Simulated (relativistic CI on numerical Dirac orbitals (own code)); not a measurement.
Er XXXII: q coefficients and field-shift factors

Method of calculation: Dirac-Coulomb-Breit CI, orbitals from a KLI potential per configuration, derivatives by finite differences, unscaled Slater integrals, QED left out (own radial code, finite nucleus).

CI space (outside the closed core [Ar] 3d10): 4s²4p⁶4d, 4s²4p⁵4d², 4s²4p⁶4f, 4s4p⁶4d², 4s²4p⁵4d4f, 4s4p⁶4d4f. Double excitations out of closed p, d and f shells are left out; levels of such configurations are missing from the list, as are those of other unlisted configurations, and high levels can miss mixing partners.

With x = (α/α₀)² − 1 an excitation energy changes as ω = ω₀ + qx; K = 2q/ω₀ is the relative enhancement. Terms are leading LS components, so labels can repeat. The field-shift factor is F = δν/δ⟨r²⟩ for the transition from the lowest level.

Lowest level 4s²4p⁶4d ²D3/2.

```tsv
Level	ω₀ (cm⁻¹)	q (cm⁻¹)	F (GHz/fm²)
4s²4p⁶4d ²D5/2	95334	96150	1.91
4s²4p⁵4d² ⁴D°1/2	1050164	50440	6.3
4s²4p⁵4d² ⁴D°3/2	1052973	41840	6.09
4s²4p⁵4d² ⁴F°5/2	1076474	44100	6.02
4s²4p⁵4d² ⁴G°7/2	1091161	39970	5.29
4s²4p⁵4d² ⁴D°5/2	1131953	128200	7.49
4s²4p⁵4d² ⁴P°3/2	1138293	57100	5.9
4s²4p⁵4d² ⁴G°9/2	1152986	131300	6.83
4s²4p⁵4d² ⁴D°7/2	1152998	137100	7.4
4s²4p⁵4d² ²D°3/2	1170133	133700	7.77
4s²4p⁵4d² ⁴P°5/2	1173098	135500	7.77
4s²4p⁵4d² ⁴G°11/2	1179315	142300	7.02
4s²4p⁵4d² ²G°7/2	1191177	130500	7.83
```

At this charge energies of transitions that change n are usually good to better than 1 %, and those within a shell (Δn = 0) to a few per cent.

Question: Which transition from the lowest level has the largest |K|?

Answer: 4s²4p⁶4d ²D5/2 at 95334 cm⁻¹, K = 2.02.
